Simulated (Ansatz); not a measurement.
```yaml
crystal:
  periodic: [false, false, false]
  atoms:
    - {symbol: Bi, position_ang: [-1.163470, -1.086823, 0.730043]}
    - {symbol: Bi, position_ang: [2.420120, 1.143930, 0.558122]}
    - {symbol: Bi, position_ang: [-0.851122, 0.651976, -2.320478]}
    - {symbol: Bi, position_ang: [-0.748445, 2.038201, 3.072478]}
    - {symbol: Bi, position_ang: [1.974655, -1.824942, -1.887701]}
    - {symbol: Bi, position_ang: [1.518733, -1.364972, 3.552346]}
    - {symbol: Bi, position_ang: [-3.429268, 1.787560, 0.223429]}
    - {symbol: Bi, position_ang: [-0.380455, 3.484225, -0.518200]}
    - {symbol: O, position_ang: [-1.512019, -3.042462, -0.842714]}
    - {symbol: O, position_ang: [-2.118453, 0.859514, 1.779982]}
    - {symbol: O, position_ang: [-2.911207, -1.843716, 1.698677]}
    - {symbol: O, position_ang: [-2.443974, 0.063151, -0.954645]}
    - {symbol: O, position_ang: [-1.970929, 2.661234, -1.532435]}
    - {symbol: O, position_ang: [-2.201082, 3.412630, 1.250771]}
    - {symbol: O, position_ang: [-0.220802, -1.615176, -1.998182]}
    - {symbol: O, position_ang: [0.552368, -2.893758, 2.103455]}
    - {symbol: O, position_ang: [1.022684, -3.307174, -0.085165]}
    - {symbol: O, position_ang: [0.436674, 2.905217, -2.326926]}
    - {symbol: O, position_ang: [1.393649, 0.431123, -2.851608]}
    - {symbol: O, position_ang: [0.762015, 2.746147, 1.567772]}
    - {symbol: O, position_ang: [0.258259, 1.517090, -0.434811]}
    - {symbol: O, position_ang: [3.379190, -1.115119, 2.254869]}
    - {symbol: O, position_ang: [0.604500, 0.425579, 2.946989]}
    - {symbol: O, position_ang: [2.111350, -0.829369, -0.222574]}
    - {symbol: O, position_ang: [2.885526, 2.413935, -1.296899]}
    - {symbol: H, position_ang: [-2.354664, -3.542964, -0.543841]}
    - {symbol: H, position_ang: [-3.103065, -1.276511, 2.271324]}
    - {symbol: H, position_ang: [-2.531156, 4.004158, 1.345275]}
    - {symbol: H, position_ang: [-0.653514, -2.427380, -1.820298]}
    - {symbol: H, position_ang: [0.981958, -3.328304, 1.057497]}
    - {symbol: H, position_ang: [0.488990, -3.743350, -0.278293]}
    - {symbol: H, position_ang: [1.448117, 2.724536, -2.258454]}
    - {symbol: H, position_ang: [1.592372, 0.385338, -3.742648]}
    - {symbol: H, position_ang: [3.212272, -1.144302, 1.082910]}
    - {symbol: H, position_ang: [2.379724, 1.545119, -1.774918]}
basis:
  gaussian: {orbitals: def2-SVP, fitting: {mean_field: def2-universal-jkfit}}
magnetization: {spin_polarized: true, initial_magnetization: 2}
hamiltonian: {xc: {name: BLYP}}
scf: {omitted_lower_state_checks: [starts]}
output: {forces: true}
```

```sh
$ ansatz run in.yaml --threads 2 --pin off --events-out ev --progress --plain --max-ram 32768MiB --backend cuda --devices 0, --max-vram 18GiB
```

It prints (some lines left out):

```
Functional definition: BLYP
3497 factors; integrals over basis functions are off by at most 2.3e-1 eV
mean field evaluation 1: about -81506.3553 eV, gradient 1.8e2 eV
mean field evaluation 2: about -79629.1646 eV, gradient 5.4e2 eV
mean field evaluation 4: about -81182.3027 eV, gradient 2.5e2 eV
mean field evaluation 8: about -81641.5567 eV, gradient 3.3e0 eV
mean field evaluation 16: about -81640.4804 eV, gradient 1.8e1 eV
mean field evaluation 32: about -81642.1527 eV, gradient 2.5e-4 eV
mean field -81642.15271846 eV, -3000.2937733647 hartree, gradient 2.6e-6 eV, S^2 2.006649; 0 other end points of the search recorded, 0 dependent functions left out
reference -81642.15331615 eV, -3000.2937953295 hartree; 166, 164 occupied and 330, 332 virtual orbitals, 3497 factors
Total energy: -81642.15331615 eV, -3000.2937953295 hartree
Atom 0 at    -1.163470    -1.086823     0.730043 Å, force    -0.642280    -1.612965    -0.584268 eV/Å
Atom 1 at     2.420120     1.143930     0.558122 Å, force    -0.996293     2.725592     0.679882 eV/Å
Atom 2 at    -0.851122     0.651976    -2.320478 Å, force    -0.986536     1.552826    -1.126042 eV/Å
Atom 3 at    -0.748445     2.038201     3.072478 Å, force    -0.011417     1.002269    -1.272466 eV/Å
Atom 4 at     1.974655    -1.824942    -1.887701 Å, force    -0.834880    -1.928614    -2.712834 eV/Å
Atom 5 at     1.518733    -1.364972     3.552346 Å, force     1.043945    -2.150450    -1.796196 eV/Å
Atom 6 at    -3.429268     1.787560     0.223429 Å, force     0.466379    -0.669162    -1.291180 eV/Å
Atom 7 at    -0.380455     3.484225    -0.518200 Å, force     0.708484     4.442408     2.314265 eV/Å
Atom 8 at    -1.512019    -3.042462    -0.842714 Å, force    -2.315448    -1.198796     2.241064 eV/Å
Atom 9 at    -2.118453     0.859514     1.779982 Å, force     0.202708     0.103580     0.486746 eV/Å
Atom 10 at    -2.911207    -1.843716     1.698677 Å, force     2.863057    -8.600476    -8.394554 eV/Å
Atom 11 at    -2.443974     0.063151    -0.954645 Å, force    -0.437808    -0.425235     1.400006 eV/Å
Atom 12 at    -1.970929     2.661234    -1.532435 Å, force    -2.366967    -0.964315     0.210420 eV/Å
Atom 13 at    -2.201082     3.412630     1.250771 Å, force    20.896129   -37.721818    -5.282283 eV/Å
Atom 14 at    -0.220802    -1.615176    -1.998182 Å, force     3.550179     4.018161    -2.068008 eV/Å
Atom 15 at     0.552368    -2.893758     2.103455 Å, force    -0.134304     1.616051     2.215572 eV/Å
Atom 16 at     1.022684    -3.307174    -0.085165 Å, force    26.322938    19.621861     8.180280 eV/Å
Atom 17 at     0.436674     2.905217    -2.326926 Å, force     2.146777    -0.096878    -3.392430 eV/Å
Atom 18 at     1.393649     0.431123    -2.851608 Å, force     0.757256    -0.849368     3.840101 eV/Å
Atom 19 at     0.762015     2.746147     1.567772 Å, force    -0.264641     0.145311     0.907264 eV/Å
Atom 20 at     0.258259     1.517090    -0.434811 Å, force     0.448250    -3.868972     0.396034 eV/Å
Atom 21 at     3.379190    -1.115119     2.254869 Å, force    -0.992382     0.387614    -3.066172 eV/Å
Atom 22 at     0.604500     0.425579     2.946989 Å, force     0.449004    -0.844250    -0.193137 eV/Å
Atom 23 at     2.111350    -0.829369    -0.222574 Å, force     0.886221     1.299957     2.714115 eV/Å
Atom 24 at     2.885526     2.413935    -1.296899 Å, force    -1.396443    -3.505535    -0.405196 eV/Å
Atom 25 at    -2.354664    -3.542964    -0.543841 Å, force     1.483702     0.886410    -0.611841 eV/Å
Atom 26 at    -3.103065    -1.276511     2.271324 Å, force    -2.929952     8.483114     8.446848 eV/Å
Atom 27 at    -2.531156     4.004158     1.345275 Å, force   -21.188082    38.326816     6.039577 eV/Å
Atom 28 at    -0.653514    -2.427380    -1.820298 Å, force    -2.421093    -2.910521     0.999584 eV/Å
Atom 29 at     0.981958    -3.328304     1.057497 Å, force     0.232989     0.943342     0.143827 eV/Å
Atom 30 at     0.488990    -3.743350    -0.278293 Å, force   -25.772081   -20.617888    -9.690304 eV/Å
Atom 31 at     1.448117     2.724536    -2.258454 Å, force    -1.229816     0.709605     0.107760 eV/Å
Atom 32 at     1.592372     0.385338    -3.742648 Å, force     0.864601    -0.005748    -3.822524 eV/Å
Atom 33 at     3.212272    -1.144302     1.082910 Å, force    -0.196149    -0.718375     4.119282 eV/Å
Atom 34 at     2.379724     1.545119    -1.774918 Å, force     1.793953     2.424452     0.266808 eV/Å
Dipole moment:    -0.199644     0.589101     0.341463 e Å
Checks for a lower state left out: starts
```

Run time 34 s (2 threads of AMD EPYC 7R13 on a shared host and a share (18 GiB) of an NVIDIA H100 80GB HBM3), peak host memory 1.2 GiB.

In the def2 sets Bi takes a core potential; there is no spin–orbit coupling.
